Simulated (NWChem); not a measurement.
# Worked example: ideal-gas entropy of InCl2F (SMILES [F][In]([Cl])[Cl])

A singlet with charge 0, relaxed at HF/3-21G (NWChem 7.3.0):

```xyz
4

F     0.0000    0.0000    2.1451
In    0.0000    0.0000    0.2509
Cl    2.0832    0.0000   -0.8878
Cl   -2.0832    0.0000   -0.8878
```

Harmonic wavenumbers in cm⁻¹: 99, 121, 156, 367, 408, 741.

Masses in u: F 18.998, In 114.818, Cl 35.45. Take T = 298.15 K, p = 1 bar, R = 8.3145 J/(mol K), kT/hc = 207.22 cm⁻¹, rigid rotor and harmonic oscillator.

Question: Compute the standard molar entropy.

Answer: 
1. Translation (Sackur–Tetrode): S = R[3/2 ln M + 5/2 ln T − 1.1517] with M = 204.716 gives 175.2 J/(mol K).
2. Rotation: principal moments 150.315, 307.686, 458.001 u Å² give A, B, C = 0.1121, 0.0548, 0.0368 cm⁻¹; the symmetry number is σ = 2; q = (√π/σ)√((kT/hc)³/ABC) = 175823; S = R(ln q + 3/2) = 112.9.
3. Vibration: with u = ν̃/207.22, each mode gives R[u/(eᵘ − 1) − ln(1 − e⁻ᵘ)]; the sum is 47.9, most from 99 cm⁻¹ (14.5), 121 cm⁻¹ (12.9), 156 cm⁻¹ (10.9).
4. Spin: R ln 1 = 0.0.
5. Sum: 175.2 + 112.9 + 47.9 + 0.0 = 336.0 J/(mol K).

No measured value is set beside it here. The set lacks polarisation functions, so shape and wavenumbers are rough.
